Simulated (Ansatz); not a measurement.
`F[SiH](Cl)N[SiH3]` + propene → `C=C[SiH](F)Cl` + `CN[SiH3]` at 400 K and 1 bar (formal exchange of groups at the Si–N bond).

Computed with Ansatz on PBE0-D4/def2-TZVP structures; ΔE is electronic, products minus reactants. CCSD(T)/CBS adds triple-zeta CCSD(T) − MP2 to the extrapolated MP2 energy (def2 sets, frozen cores). Each species was taken in one conformer, which may not be the lowest.

| species | CCSD(T)/CBS energy (Eh) | H − E (kJ/mol) | S (J/(mol·K)) |
| --- | --- | --- | --- |
| `F[SiH](Cl)N[SiH3]` | -1195.61660 | 181.6 | 411.8 |
| `C=CC` | -117.74610 | 229.7 | 285.2 |
| `C=C[SiH](F)Cl` | -927.26522 | 177.9 | 370.6 |
| `CN[SiH3]` | -386.04948 | 233.7 | 327.3 |

H − E and S are ideal-gas, rigid-rotor, harmonic terms from PBE0-D4/def2-TZVP, for one conformer and one mirror image of each species. 1 Eh = 2625.50 kJ/mol, R = 8.31446 J/(mol·K).

Question: By hand: ΔE, ΔH, ΔS and ΔG.

Answer: ΔE = (-927.26522) + (-386.04948) − (-1195.61660) − (-117.74610) = 0.04800 Eh = 126.0 kJ/mol. Δ(H − E) = 177.9 + 233.7 − 181.6 − 229.7 = 0.3, so ΔH = 126.3 kJ/mol. ΔS = 370.6 + 327.3 − 411.8 − 285.2 = 0.9 J/(mol·K). ΔG = 126.3 − 400 × (0.9)/1000 = 125.9 kJ/mol.

Question: By hand: the equilibrium constant, and the temperature at which ΔG would vanish if ΔH and ΔS stayed fixed.

Answer: log₁₀ K = −ΔG/(RT ln 10) = -16.4. ΔG = 0 at ΔH/ΔS = 140333 K, far beyond where these terms or the molecules hold.

The number of gas molecules stays the same, so ΔS is small and ΔH decides. A doubt of 5 kJ/mol in ΔE shifts log₁₀ K by 0.7 here. Other conformers and mirror images would add mixing entropy, several J/(mol·K) or more a flexible species. Modes under 60 cm⁻¹, often nearly free rotors, make the harmonic entropy too high. These are equilibria of isolated gas molecules and say nothing of rates. Largest T1 diagnostic: 0.011 (customary marks: 0.02 for closed shells, 0.045 for open ones).
